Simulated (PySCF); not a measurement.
Kr+: ionisation energy

Kr+ [Ar] 3d10 4s2 4p5 (2P) → Kr(2+) [Ar] 3d10 4s2 4p4 (3P), as a difference of total energies. Computed with PySCF 2.14 in Sapporo-DKH3-DZP-2012 (6s5p3d1f, 43 functions), with the spin-free X2C one-electron Hamiltonian (Gaussian nucleus). Correlated levels: valence: [Ar] 3d10 frozen. The calculations carry no spin-orbit coupling.

```tsv
method	ionisation energy (eV)	difference from reference (eV)
UHF	23.285	-1.075
M06-L	24.141	-0.219
LDA	24.664	+0.304
MP2 (valence)	23.883	-0.477
SCS-MP2 (valence)	23.853	-0.507
CCSD (valence)	23.839	-0.521
CCSD(T) (valence)	23.847	-0.513
```

Reference: 24.360 eV (measured; NIST Atomic Spectra Database, ionization energies).

The reference lies between the lowest fine-structure levels, while these numbers refer to the centres of the terms.

Errors of the correlated levels include the incompleteness of this basis and the frozen core.
